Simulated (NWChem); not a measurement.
System: C₄H₅BO; SMILES B(C#C)(O)C=C

```xyz
11

C     -1.0007     2.2232     0.0000
C     -0.2763     1.2450     0.0000
B      0.6021    -0.0223     0.0000
O      1.9471     0.1572     0.0000
C     -0.0428    -1.4452     0.0000
C     -1.3676    -1.6518     0.0000
H     -1.6287     3.0961     0.0000
H      2.4310    -0.6753     0.0000
H      0.6093    -2.3314     0.0000
H     -1.8078    -2.6549     0.0000
H     -2.0665    -0.8078     0.0000
```
Atoms are numbered in this order, from 1.

All runs: NWChem. Medium grid unless said otherwise, to which SCAN and Minnesota functionals are sensitive. Geometry: optimised at PBE0/def2-SVP. Hybrids' shares of exact exchange are those that their runs print; pure functionals count as 0. The functionals differ in more than this share.

```csv
row,share of exact exchange,orbital gap (eV)
PBE/def2-TZVP,0.00,4.31
"LDA (Slater exchange, VWN5)/def2-TZVP",0.00,4.25
B3LYP/def2-TZVP,0.20,5.94
M06-2X/def2-TZVP,0.54,withheld
Hartree-Fock/def2-TZVP,1.00,12.44
```

### Question
Fit a straight line of the last column on the one before it, predict the withheld value, and compare with the run.

### Answer

1. Means of the 4 shown rows: x = 0.300, y = 6.735. Slope Σ(x − x̄)(y − ȳ)/Σ(x − x̄)² = 5.546/0.6800 = 8.156; intercept 4.288.
2. The shown rows scatter about the line by 0.024 (root mean square); the largest residual is -0.04, at LDA (Slater exchange, VWN5)/def2-TZVP.
3. At x = 0.54 (M06-2X/def2-TZVP; inside the shown range) the line gives 8.69.
4. The run gives 8.51, -0.18 from the line, 7.4 times the scatter.
